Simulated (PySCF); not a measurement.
C3H5NOSi, SMILES C=C[SiH2]OC#N.

Coordinates come from a PBE0-D3(BJ)/def2-SVP optimisation. The structure was generated by enumeration, and PubChem lists no compound with its InChIKey, so it may never have been made. One conformer was computed; it need not be the lowest.

The numbers are results of PySCF 2.14.0 with PBE0-D3(BJ)/def2-SVP, not measurements.

Frequencies are harmonic and unscaled.

| mode | ν (cm⁻¹) | IR (km/mol) | moving atoms (share of kinetic energy) |
|---|---|---|---|
| 1 | 35 | 0.8 | O 58 %, N 27 % |
| 2 | 91 | 3.3 | N 33 %, C 23 %, Si 18 %, O 16 %, H 12 % |
| 3 | 105 | 0.3 | H 50 %, C 39 % |
| 4 | 177 | 1.5 | C 40 %, O 26 %, N 18 %, H 12 % |
| 5 | 392 | 9.9 | C 49 %, Si 23 %, H 20 % |
| 6 | 408 | 0.7 | H 88 %, C 11 % |
| 7 | 517 | 3.7 | C 71 %, N 17 %, O 8 % |
| 8 | 524 | 2.4 | C 72 %, N 15 %, Si 10 % |
| 9 | 664 | 37.1 | C 35 %, Si 26 %, O 19 %, H 17 % |
| 10 | 679 | 86.9 | H 71 %, Si 15 % |
| 11 | 712 | 21.7 | H 83 %, C 14 % |
| 12 | 721 | 44.7 | O 31 %, Si 29 %, C 20 %, H 15 % |
| 13 | 883 | 307.1 | H 81 %, Si 15 % |
| 14 | 968 | 114.8 | H 95 % |
| 15 | 1011 | 39.4 | H 83 %, C 15 % |
| 16 | 1012 | 26.6 | H 73 %, C 27 % |
| 17 | 1034 | 16.4 | H 93 % |
| 18 | 1241 | 240.3 | O 64 %, N 29 % |
| 19 | 1275 | 3.1 | H 71 %, C 27 % |
| 20 | 1420 | 21.8 | H 85 %, C 15 % |
| 21 | 1688 | 10.9 | C 87 %, H 13 % |
| 22 | 2263 | 75.5 | H 98 % |
| 23 | 2266 | 101.8 | H 96 % |
| 24 | 2438 | 330.9 | C 66 %, N 31 % |
| 25 | 3151 | 4.8 | H 95 % |
| 26 | 3167 | 0.9 | H 92 %, C 8 % |
| 27 | 3254 | 1.1 | H 89 %, C 11 % |
